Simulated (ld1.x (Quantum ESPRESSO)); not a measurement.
# Transferability test, TM semilocal potential for Tl

ld1.x (Quantum ESPRESSO) 7.5 input, shortened:

```
&input
   title='Tl', zed=81., rel=1, dft='PBE', iswitch=3,
   config='[Xe] 4f14 5d10 6s1 6p2'
 /
 &inputp
   pseudotype=1, tm=.true., lloc=0,
   nlcc=.true., rcore=1.15
 /
2
6P  2  1   2.00   0.00  2.30  2.30  0.0
6S  1  0   1.00   0.00  1.95  1.95  0.0
 &test
   configts(1)='6s1 6p2'
 /
```

Energies are relative to the spin-unpolarised reference configuration 6s1 6p2; without spin polarisation the order of configurations can differ from experiment. The frozen-core shift is the all-electron ΔE with the core orbitals held at their reference shape minus the fully relaxed ΔE.

| valence configuration | charge | ΔE all-electron (eV) | error AE − PS (meV) | frozen-core shift (meV) |
| --- | --- | --- | --- | --- |
| 6s2 6p1 | 0 | -7.403 | -46 | +46 |
| 6s1 6p0 | +2 | 18.544 | -172 | +186 |
| 6s2 6p1.3 | -0.3 | -7.896 | -52 | +54 |
| 6s0 6p3 | 0 | 7.808 | -49 | +47 |
| 6s1 6p1 | +1 | 6.042 | -24 | +27 |
| 6s2 6p0.5 | +0.5 | -5.549 | -31 | +28 |

**Question.** What are ΔE and the potential's error for 6s2 6p0?

**Answer.** ΔE = -2.236 eV all-electron; the error (AE − PS) is -21 meV.

Levels in the configuration 6s2 6p1:

```tsv
level	all-electron (eV)	pseudo (eV)
6s	-9.546	-9.422
6p	-2.370	-2.343
```
